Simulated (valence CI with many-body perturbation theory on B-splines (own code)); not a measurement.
**Si⁺: one-electron terms**

Calculated by valence CI with perturbative core correlation (CI+MBPT): three valence electrons over a frozen Dirac-Fock core [Ne], radial functions for each j: 11 s, 11 p, 9 d, 7 f, 5 g, 2 h, 1 i, with the one-electron correlation potential Σ1, the two-electron term Σ2, the three-electron term Σ3, Breit, model QED; selected CI, second order for the rest (own B-spline code, finite nucleus).

Set against measurement, 28 paired levels are off by 47 cm⁻¹ on average, the worst by 124. These come from a selection out of the NIST Handbook of Basic Atomic Spectroscopic Data. Levels without a partner in it may be off by more.

These are the spectroscopic orbitals of the CI (the correlating ones are not listed), shaped by the core and the other valence electrons. h is the expectation value of the core's Dirac-Fock operator, without the valence repulsion; Σ1 is computed up to l = 3 at one energy for each symmetry, that of its lowest orbital but kept below the first core excitation, so for empty shells it is not the orbital's own correlation shift; Breit and QED include the response of the core.

```tsv
Orbital	h (hartree)	Σ1 (cm⁻¹)	Breit (cm⁻¹)	QED (cm⁻¹)	⟨r⟩ (bohr)
3s1/2	-1.6229	-2788	28.6	20.1	2.079
4s1/2	-0.7104	-483	5.9	4.1	5.260
5s1/2	-0.39063	-162	2.1	1.4	10.07
6s1/2	-0.2478	-75.8	1.0	0.7	16.32
3p1/2	-1.2883	-1883	31.4	-2.1	2.463
4p1/2	-0.57857	-314	5.9	-0.4	6.442
5p1/2	-0.33529	-127	2.5	-0.2	11.77
6p1/2	-0.21924	-64.4	1.3	-0.1	18.55
3p3/2	-1.2861	-1868	15.9	-1.3	2.469
4p3/2	-0.57789	-312	3.0	-0.2	6.450
5p3/2	-0.33499	-126	1.3	-0.1	11.78
6p3/2	-0.21908	-64.1	0.6	-0.1	18.56
3d3/2	-0.78561	-497	0.2	-0.1	4.180
4d3/2	-0.42005	-197	0.1	0.0	9.176
5d3/2	-0.26226	-97.1	0.1	0.0	15.60
3d5/2	-0.78561	-497	-0.4	-0.1	4.180
4d5/2	-0.42005	-197	-0.2	0.0	9.176
5d5/2	-0.26227	-97.0	-0.1	0.0	15.60
4f5/2	-0.37833	-12.1	0.0	0.0	8.911
5f5/2	-0.24245	-7.3	0.0	0.0	15.61
4f7/2	-0.37832	-12.1	0.0	0.0	8.911
5f7/2	-0.24245	-7.3	0.0	0.0	15.61
5g7/2	-0.24008		0.0	0.0	13.74
5g9/2	-0.24008		0.0	0.0	13.74
```

Among the shells of the start configuration 3s2 3p1, Σ1 is largest in size for 3s1/2, where it is 0.78 % of h.

Lowest root of each symmetry, sizes in configuration state functions:

```csv
J,Parity,Roots,Reference,Variational,Second order,Change by selected CI (cm⁻¹),Change by second order (cm⁻¹)
1/2,even,6,6,10127,28898,-4526,-2
3/2,even,6,6,16247,59774,-4528,-3
5/2,even,5,5,15759,79118,-4533,-5
7/2,even,1,1,4023,70122,-11460,-3
9/2,even,1,1,4019,62124,-11460,-3
1/2,odd,6,11,10478,26086,-10954,-10
3/2,odd,8,14,17125,57780,-10962,-8
5/2,odd,6,10,17807,79467,-11524,-9
7/2,odd,4,6,15045,86053,-11525,-8
9/2,odd,1,1,6924,70991,-7658,-13
```
